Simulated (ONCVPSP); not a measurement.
## Which setting gave this result? (V, ONCV)

Base potential:

- Element: V
- Generator: ONCVPSP 4.0.1
- Type: optimised norm-conserving Vanderbilt (ONCV)
- Functional: PBEsol
- Relativity: scalar-relativistic
- Frozen core: [Ar]
- Valence charge: 5
- Reference configuration: 3d3 4s2
- Partial waves: 4s: rc 2.30 bohr, ncon 3, nbas 8, qcut 2.7 1/bohr, 2 projectors, debl 3.2 Ha; p scattering state at 0.05 Ha: rc 2.35 bohr, ncon 3, nbas 7, qcut 3.9 1/bohr, 2 projectors, debl 1.5 Ha; 3d: rc 1.85 bohr, ncon 5, nbas 10, qcut 9.3 1/bohr, 1 projector
- Local potential: polynomial inside 1.60 bohr (lpopt 5, dvloc0 0 Ha)
- Core correction: Teter function, fcfact 5, rcfact 1.2

Cutoffs, loose and tight: the cutoffs (Ha) at which the residual kinetic energy of the hardest occupied pseudo-wave falls to 1 and 0.1 mHa per electron. They do not see the model core or the augmentation charge, which bear on the density cutoff. Test errors are all-electron minus pseudo excitation energies from the reference, over the configurations 3d3 4s1; 3d3 4s0; 3d2 4s0; 3d4 4s0; variants that change the core or the reference have their own tests.

Only the scale of all radii but the core radius (base = 1) is moved:

```
scale of all radii but the core radius (base = 1)  cutoff, loose  cutoff, tight  bound ghosts  largest test error (meV)
                                             0.77          58 Ha          91 Ha             p                      -159
                                             0.92          34 Ha          39 Ha             p                      -193
                                                1          32 Ha          36 Ha          none                      -178
                                             1.22          26 Ha          31 Ha          none                      -106
                                             1.29          25 Ha          29 Ha          none                      -140
```

Q: One more run gave cutoff, loose: 29 Ha; cutoff, tight: 34 Ha; bound ghosts: none; largest test error (meV): -154. Which value of the scale of all radii but the core radius (base = 1) was used?

A: 1.09. The loose cutoff moves one way along this sweep, from 58 Ha at 0.77 to 25 Ha at 1.29, which places the run between 1 and 1.22.
